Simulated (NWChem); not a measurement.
System meant: MoHO$_{3}$Cl; SMILES [OH][Mo]([Cl])(=[O])=[O]

The following NWChem deck was run.

```
start job
memory heap 200 mb stack 900 mb global 1100 mb
geometry units angstroms noautoz
  Mo     0.055064    -0.323297    -0.048604
  O      0.977272    -0.764168    -1.364368
  O      0.831083    -0.873934     1.319661
  Cl    -0.113732     1.939369     0.051979
  O     -1.621139    -1.105472    -0.190615
  H     -2.107419    -1.570572     0.501881
end
basis spherical
  * library def2-svp
end
ecp
  Mo library def2-ecp
end
dft
  xc xpbe96 cpbe96
  iterations 4
  mulliken
end
task dft energy
```

End of the output:

```
    Atom       Charge   Shell Charges
 -----------   ------   -------------------------------------------------------
    1 Mo  14    16.72   0.00  1.00  0.91  0.34  0.12  5.62  1.11  0.38  5.74  1.35  0.13
    2 O    8     6.60   1.98  1.00  0.67  1.70  1.21  0.04
    3 O    8     6.81   1.98  0.99  0.67  1.83  1.30  0.04
    4 Cl  17    16.97   2.00  1.96  1.03  0.74  5.82  2.27  3.11  0.04
    5 O    8     7.98   1.97  0.87  0.60  2.54  1.98  0.02
    6 H    1     0.94   0.58  0.17  0.19

 center of mass
 --------------
 x =   0.02900556 y =  -0.00432395 z =  -0.00664189

 moments of inertia (a.u.)
 ------------------
         869.384073142029           0.000000000000          -0.000000000000
           0.000000000000         470.967852534183           0.000000000000
          -0.000000000000           0.000000000000         923.742949276247

     Multipole analysis of the density
     ---------------------------------

     L   x y z        total         alpha         beta         nuclear
     -   - - -        -----         -----         ----         -------
     0   0 0 0     -0.000000    -28.000000    -28.000000     56.000000

     1   1 0 0      3.851182      3.398075      3.398075     -2.944967
     1   0 1 0     -3.609231     -9.084191     -9.084191     14.559152
     1   0 0 1      0.008832     -0.138412     -0.138412      0.285657

     2   2 0 0    -28.973446    -84.015540    -84.015540    139.057634
     2   1 1 0     -4.941286     -6.371841     -6.371841      7.802396
     2   1 0 1     -3.009833     -0.455625     -0.455625     -2.098583
     2   0 2 0    -36.749554   -177.440531   -177.440531    318.131507
     2   0 1 1     -0.562185      0.535151      0.535151     -1.632488
     2   0 0 2    -21.896797    -63.321117    -63.321117    104.745437

 ------------------------------------------------------------------------
 dft energy failed                                                                                  0
 ------------------------------------------------------------------------
 ------------------------------------------------------------------------
  current input line :
    22: task dft energy
 ------------------------------------------------------------------------
 ------------------------------------------------------------------------
 This type of error is most commonly associated with calculations not reaching convergence criteria
 ------------------------------------------------------------------------
 For more information see the NWChem manual at https://nwchemgit.github.io

0:dft energy failed:Received an Error in Communication
```

Problem. Find the fault in this run and fix the input.

Solution. Convergence was not reached. Cause: the SCF was allowed too few iterations. This input runs:
```
start job
memory heap 200 mb stack 900 mb global 1100 mb
geometry units angstroms noautoz
  Mo     0.055064    -0.323297    -0.048604
  O      0.977272    -0.764168    -1.364368
  O      0.831083    -0.873934     1.319661
  Cl    -0.113732     1.939369     0.051979
  O     -1.621139    -1.105472    -0.190615
  H     -2.107419    -1.570572     0.501881
end
basis spherical
  * library def2-svp
end
ecp
  Mo library def2-ecp
end
dft
  xc xpbe96 cpbe96
  iterations 150
  mulliken
end
task dft energy
```
It converges to -754.17615 Ha (PBE/def2-SVP with def2 effective core potentials on Mo).
